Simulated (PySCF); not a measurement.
# Excitation energy of Mo²⁺ by level of theory

Mo²⁺ [Kr] 4d4 (5D) → Mo²⁺ [Kr] 4d3 5p1 (high-spin determinant), as a difference of total energies. All numbers are calculated (PySCF 2.14, scalar relativity by spin-free X2C-1e, in ANO-RCC-VTZP). Correlated levels: valence: [Kr] frozen; valence and next inner shell: [Ar] 3d10 frozen. The calculations carry no spin-orbit coupling.

```tsv
method	excitation energy (eV)
UHF	9.259
LDA	9.422
PBE	9.352
PBE0	9.512
r2SCAN	9.423
LC-wPBE	9.735
r2SCANh	9.470
B2PLYP	9.414
MP2 (valence)	9.525
SCS-MP2 (valence)	9.348
MP2 (valence and next inner shell)	9.713
SCS-MP2 (valence and next inner shell)	9.569
```

**Question.** How much does correlation contribute at MP2 (valence and next inner shell)?

**Answer.** 9.713 − (9.259) = 0.454 eV, measured against UHF.

A first-order spin-orbit estimate (lowest level to lowest level, LS coupling) adds -0.145 eV.

The basis was made for the ground configuration and has no added diffuse functions, so the excitation energy can come out too high.

The determinant of the upper state mixes LS terms, which raises its energy above the lowest term, most at the Hartree-Fock and MP2 levels.
